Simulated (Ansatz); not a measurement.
Harmonic frequencies (cm⁻¹) at PBE0-D4/def2-TZVP from Ansatz: 34, 64, 122, 135, 183, 276, 358, 413, 432, 494, 510, 521, 643, 678, 733, 774, 801, 864, 883, 894, 934, 940, 1004, 2178, 2210, 2214, 2226, 2241, 2678, 3906.

Each molecule was computed in one conformer, which needn't be the lowest.

**Question.** Which molecule is it?
A. `O[Si@H]1B[Si@@H]1[SiH3]`
B. `[SiH3]N[SiH2][SiH2]Cl`
C. `[AlH2][NH]C#C[SiH3]`
D. `[BH2][SnH2][CH3]`

**Answer.** A.
